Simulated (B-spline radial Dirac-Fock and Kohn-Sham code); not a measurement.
**L1 emission of V²⁺**

System: V²⁺, configuration 1s2 2s2 2p6 3s2 3p6 3d3.

The run's input, task.json:

```json
{"items": [{
  "Z": 23,
  "q": 2,
  "cfg": [[1, 0, 2], [2, 0, 2], [2, 1, 6], [3, 0, 2], [3, 1, 6], [3, 2, 3]],
  "A": 51,
  "rrms": 3.6002,
  "do": ["binding", "quiet", "decay"],
  "holes": ["K", "L1", "L2", "L3", "M1", "M2", "M3"]
}]}
```

Command: `python xray_run.py task.json out`

Model: a relativistic independent-particle model: LDA orbitals of the hole state, radiative multipoles to third order, Auger rates from the Coulomb interaction with a continuum orbital, Dirac-Fock energies. Program: a radial atomic solver.

```csv
line,multipole,energy (eV),width (meV),share (%)
L1-L2,E1,108.0,0.0227,1.48
L1-L3,E1,114.9,0.0554,3.60
Lβ4 (L1-M2),E1,589.8,0.504,32.7
Lβ3 (L1-M3),E1,590.6,0.956,62.1
L1-M4,E2,632.3,0.000307,0.0200
L1-M5,E2,632.3,0.000459,0.0298
```

The listed lines hold 100.0 % of the radiative rate. The radiative width is 0.00154 eV in the length form and 0.00148 eV in the velocity form; the two differ because the transition energies are not eigenvalue differences of the potential that gave the orbitals.

Values without a named source are computed, but for edge energies of neutral atoms, which are taken from tables.
